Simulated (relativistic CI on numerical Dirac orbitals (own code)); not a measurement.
# Ni²⁺: resonant inelastic scattering at the M2,3 edge

Computed with this model: Dirac-Coulomb-Breit CI, orbitals from a KLI potential per configuration, model QED (radiative potential, 1s self-energy scaled to tabulated hydrogen-like ionisation energies), Kramers-Heisenberg scattering through one core-hole configuration in a parametric crystal field, unscaled Slater integrals; configurations [Ar] 3d8 → [Ne] 3s2 3p5 3d9; 80 K; core-hole width 0.48 eV; summed over polarisations. Incident energies are the highest absorption maxima for each field (at most a few, so the weaker spin-orbit partner edge can be absent), on the computed scale of the free ion. Intensities are in per cent of the strongest line above 0.02 eV; levels within 1 cm⁻¹ are merged; final levels count from the ground level, the first row holds all elastic scattering, lines under 0.4 are left out and each table stops after 24 rows. The scale of the Slater integrals is a model choice and moves the terms in proportion.

Field parameters in Wybourne normalisation: D3d B²₀ = −7Dσ, B⁴₀ = −14Dq − 21Dτ, B⁴₃ = −14√(10/7) Dq; D4h B²₀ = −7Ds, B⁴₀ = 21(Dq − Dt), B⁴₄ = 21√(5/14) Dq; Td as Oh with Dq negative (B⁴₀ = 21Dq, B⁴₄ = √(5/14) B⁴₀). The field is a parameter set, without covalency.

S is read from ⟨S²⟩ = S(S + 1).

D4h, 10Dq = 19850, Ds = 1690, Dt = -80 cm⁻¹:

```tsv
Final level (eV)	Degeneracy	Irrep	S	70 eV	71.6 eV	75.5 eV
0.000	3	B2+E	1.00	131.4	19.2	115.0
2.150	1	A1	0.12	8.8	3.2	8.1
2.355	1	B1	0.58	5.5	0.6	21.0
2.455	1	A2	1.00	3.8	5.3	46.6
2.461	2	E	1.00	15.6	12.8	78.3
2.467	1	A1	0.96	2.0	15.6	38.2
2.498	2	E	1.00	26.0	6.9	34.4
2.509	1	B1	0.90	2.4	8.7	12.3
2.536	1	B2	1.00	26.1	3.4	46.5
2.577	1	B1	0.78	4.6	9.3	34.3
3.283	2	E	1.00	13.1	4.0	100.0
3.290	1	A1	0.99	2.3	2.4	24.6
4.106	1	A1	0.95	2.0	2.5	61.3
4.130	1	A2	1.00	13.7	1.8	33.4
4.152	2	E	1.00	15.2	3.0	27.0
4.173	1	B2	1.00	18.3	2.6	74.7
4.181	1	B1	1.00	1.6	1.8	77.3
4.491	1	A1	0.13	3.6	2.0	1.6
4.830	1	A2	0.01	0.5	0.2	0.3
4.838	2	E	0.02	8.2	8.8	1.8
4.863	1	B2	0.02	7.1	7.1	0.2
6.098	1	B1	1.00	1.8	1.8	26.0
6.107	1	B2	0.99	9.0	0.2	30.2
6.122	2	E	0.96	8.2	0.5	24.3
```

Td, 10Dq = -9450 cm⁻¹:

```
Final level (eV)  Degeneracy  Irrep     S  67.2 eV  73.3 eV
           0.000           1     A1  1.00     41.3     85.8
           0.053           3     T1  1.00      2.8     62.2
           0.154           2      E  1.00     23.7     94.0
           0.168           3     T2  1.00      0.9     30.1
           1.109           3     T1  1.00      5.4    100.0
           1.119           2      E  1.00     13.2      3.5
           1.130           3     T2  1.00      7.0     37.8
           2.282           3     T2  0.86     11.4      7.1
           2.387           3     T2  0.32      1.8      6.5
           3.368           3     T2  0.99      1.1     29.3
           3.373           2      E  0.99      0.3     10.1
           3.447           3     T1  1.00      0.9      1.6
           3.476           1     A1  1.00      0.2      9.8
           4.214           1     A1  0.01      0.0      0.7
           4.273           3     T1  0.00      0.0      1.3
```

D3d, 10Dq = 13450, Dσ = -410, Dτ = -380 cm⁻¹:

| Final level (eV) | Degeneracy | Irrep | S | 68.1 eV | 68.9 eV | 74.3 eV |
| --- | --- | --- | --- | --- | --- | --- |
| 0.000 | 1 | A1 | 1.00 | 41.0 | 53.5 | 118.8 |
| 0.001 | 2 | E | 1.00 | 5.1 | 5.7 | 6.9 |
| 1.354 | 2 | E | 1.00 | 10.5 | 3.5 | 100.0 |
| 1.370 | 2 | E | 1.00 | 11.7 | 8.9 | 55.1 |
| 1.370 | 1 | A2 | 1.00 | 3.3 | 1.2 | 28.2 |
| 1.381 | 1 | A1 | 1.00 | 13.3 | 8.6 | 46.3 |
| 1.646 | 2 | E | 1.00 | 19.2 | 12.2 | 69.4 |
| 1.653 | 1 | A2 | 1.00 | 2.7 | 1.7 | 32.3 |
| 2.320 | 1 | A1 | 1.00 | 2.6 | 5.5 | 61.7 |
| 2.321 | 2 | E | 0.72 | 6.8 | 9.3 | 49.7 |
| 2.344 | 1 | A2 | 1.00 | 8.6 | 7.2 | 27.0 |
| 2.395 | 2 | E | 0.95 | 10.5 | 18.3 | 61.8 |
| 2.474 | 2 | E | 0.62 | 4.6 | 6.6 | 33.7 |
| 2.782 | 1 | A1 | 1.00 | 4.3 | 7.4 | 37.3 |
| 2.793 | 2 | E | 0.98 | 7.7 | 8.1 | 42.1 |
| 3.685 | 2 | E | 0.06 | 0.7 | 3.2 | 1.6 |
| 3.817 | 1 | A1 | 0.05 | 0.4 | 1.8 | 0.9 |
| 4.022 | 1 | A1 | 0.07 | 0.2 | 1.0 | 1.2 |
| 4.337 | 2 | E | 0.98 | 2.1 | 2.2 | 34.6 |
| 4.363 | 2 | E | 0.99 | 1.5 | 2.6 | 38.2 |
| 4.393 | 1 | A2 | 1.00 | 0.6 | 0.4 | 3.7 |
| 4.397 | 1 | A1 | 0.97 | 0.6 | 1.4 | 12.1 |
| 4.606 | 2 | E | 0.67 | 1.3 | 0.6 | 16.2 |
| 4.639 | 1 | A1 | 0.99 | 0.6 | 2.8 | 16.6 |

For the first field the strongest loss at the lowest incident energy is the level at 2.54 eV (S = 1.00, against 1.00 in the thermal ground state). Levels of other spin, the first over 8 % at 2.15 eV, appear because spin-orbit coupling of the core hole, and in heavier ions of the valence shell too, mixes spins.
